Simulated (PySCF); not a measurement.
Species: methyl(difluoro)silyl chloride, CH3ClF2Si.
Atom-mapped SMILES: `[CH3:1][Si:2]([F:3])([F:4])[Cl:5]` (hydrogens: H6, H7, H8 on C1)

The same species was optimised twice, with GFN2-xTB and with PBE0-D3(BJ)/def2-SVP (PySCF), and the same property calculations (PySCF, gas phase) were run on both structures.

| coordinate | GFN2-xTB | PBE0-D3(BJ)/def2-SVP | change |
| --- | --- | --- | --- |
| Si2–Cl5 (Å) | 1.986 | 2.040 | +0.054 |
| C1–Si2 (Å) | 1.881 | 1.836 | -0.045 |
| C1–H7 (Å) | 1.087 | 1.100 | +0.013 |
| C1–H8 (Å) | 1.087 | 1.100 | +0.013 |
| C1–H6 (Å) | 1.087 | 1.100 | +0.013 |
| Si2–F3 (Å) | 1.601 | 1.609 | +0.008 |
| Si2–F4 (Å) | 1.601 | 1.609 | +0.008 |
| F3–Si2–F4 (°) | 100.5 | 106.3 | +5.8 |
| C1–Si2–Cl5 (°) | 116.5 | 112.3 | -4.2 |
| Si2–C1–H7 (°) | 111.6 | 110.2 | -1.4 |
| F3–Si2–Cl5 (°) | 109.0 | 107.6 | -1.4 |
| H6–C1–H8 (°) | 107.6 | 108.7 | +1.1 |
| C1–Si2–F3 (°) | 110.4 | 111.5 | +1.1 |
| Si2–C1–H6 (°) | 111.6 | 110.6 | -1.0 |
| H7–C1–H8 (°) | 107.6 | 108.6 | +1.0 |

Rotational constants: A = 3746, B = 2423, C = 2242 MHz (GFN2-xTB) against A = 3660, B = 2366, C = 2271 MHz (PBE0-D3(BJ)/def2-SVP).

On the GFN2-xTB structure: HOMO (eV) -9.95 [PBE0/pcSseg-1]; LUMO (eV) 0.85 [PBE0/pcSseg-1]; dipole (D) 2.60 [PBE0/pcSseg-1]; GIAO shielding of C1 (ppm) 186.4 [PBE0/pcSseg-1]; GIAO shielding of Si2 (ppm) 362.8 [PBE0/pcSseg-1]; GIAO shielding of F3/F4 (mean) (ppm) 296.5 [PBE0/pcSseg-1]; GIAO shielding of Cl5 (ppm) 886.7 [PBE0/pcSseg-1].

Question: What do these properties become on the PBE0-D3(BJ)/def2-SVP structure?

Answer: 
| property | level | on GFN2-xTB | on PBE0-D3(BJ)/def2-SVP | change |
| --- | --- | --- | --- | --- |
| HOMO (eV) | PBE0/pcSseg-1 | -9.95 | -9.76 | +0.19 |
| LUMO (eV) | PBE0/pcSseg-1 | 0.85 | 0.82 | -0.03 |
| dipole (D) | PBE0/pcSseg-1 | 2.60 | 2.56 | -0.04 |
| energy, GFN2-xTB geometry as zero (kcal/mol) | PBE0/pcSseg-1 | 0.0 | -2.2 | -2.2 |
| GIAO shielding of C1 (ppm) | PBE0/pcSseg-1 | 186.4 | 185.7 | -0.7 |
| GIAO shielding of Si2 (ppm) | PBE0/pcSseg-1 | 362.8 | 360.7 | -2.1 |
| GIAO shielding of F3/F4 (mean) (ppm) | PBE0/pcSseg-1 | 296.5 | 297.3 | +0.8 |
| GIAO shielding of Cl5 (ppm) | PBE0/pcSseg-1 | 886.7 | 874.9 | -11.8 |

The heavy atoms differ by 0.053 Å rms after alignment. Among all bonds Si2–Cl5 changes most (+0.054 Å). Changes are differences of the printed values. Neither structure is proved a minimum here.
